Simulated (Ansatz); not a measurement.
Reactions of CH₃F₂GaS, SMILES `C[S][Ga]([F])[F]`.

Computed with Ansatz on PBE0-D4/def2-TZVP structures; ΔE is electronic, products minus reactants. CBS: MP2 limit from def2 TZ/QZ plus the TZ coupled-cluster correction, frozen cores. This one scheme is used for every species. def2 core potentials past Kr. For Ga, Sn outer-core shells are correlated without core-valence functions, which leaves a few kJ/mol of doubt a bond. Scalar relativity is left out up to krypton. One conformer a species, not always the lowest.

Problem. Order these by ΔE at CCSD(T)/CBS, lowest first. (An estimate is asked.)
A. `C[S][Ga]([F])[F]` + `C[B-]1(O)OC(C(F)(F)F)=CC(C(F)(F)F)=[O+]1` → `FC(F)(F)C1=CC(C(F)(F)F)=[O+][Ga-]([F])([F])[O]1` + `CSB(C)O`
B. `C[S][Ga]([F])[F]` + `C[O][SnH]([OH])[Cl]` → `C[O][SnH]([Cl])[O]C` + `[F][Ga]([F])[SH]`
C. `C[S][Ga]([F])[F]` + `C#N` → `N#[C][Ga]([F])[F]` + CH₃SH

Solution. A (-38.3 kJ/mol), B (+42.9 kJ/mol), C (+63.6 kJ/mol).

Largest T1 diagnostic: 0.015, for `FC(F)(F)C1=CC(C(F)(F)F)=[O+][Ga-]([F])([F])[O]1`.
